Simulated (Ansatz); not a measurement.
Computed with Ansatz on PBE0-D4/def2-TZVP structures; ΔE is electronic, products minus reactants. CCSD(T)/CBS is the MP2 limit (def2-TZVPP, def2-QZVPP) plus CCSD(T) − MP2 in def2-TZVPP, frozen cores. DFT in def2-TZVPP. B3LYP here is the variant with VWN-RPA as its local correlation; programs differ in this. One conformer a species, not always the lowest.

`CO[SiH2]S[SiH2]Cl` + `CO[SiH2]F` → `CO[SiH3]` + `CO[SiH](F)S[SiH2]Cl`  (redistribution)

(1) Is it downhill or uphill in electronic energy at CCSD(T)/CBS, and by how much? (An estimate is asked.)

(2) What do these levels give: ωB97M-V, B3LYP, MP2/def2-TZVPP, SCS-MP2/def2-TZVPP, HF/def2-QZVPP, MP2/def2-QZVPP? (Estimate.)

Largest T1 diagnostic among the species: 0.011.

Results:

(1) The calculation gave: Nearly level: ΔE = +0.6 kcal/mol.

(2) Computed: ωB97M-V 0.5, B3LYP -0.3, MP2/def2-TZVPP 1.0, SCS-MP2/def2-TZVPP 0.8, HF/def2-QZVPP -0.4, MP2/def2-QZVPP 0.9 kcal/mol.

The D4 term adds +1.0 kcal/mol with B3LYP and +0.6 kcal/mol with PBE0; it sums over pairs of atoms, weighted by their polarisabilities, and B3LYP, whose exchange is more repulsive, gets the larger term. In def2-TZVPP, CCSD(T) changes the Hartree–Fock value by +1.0 kcal/mol (the triples alone add +0.1 kcal/mol) and MP2 by +1.3 kcal/mol.
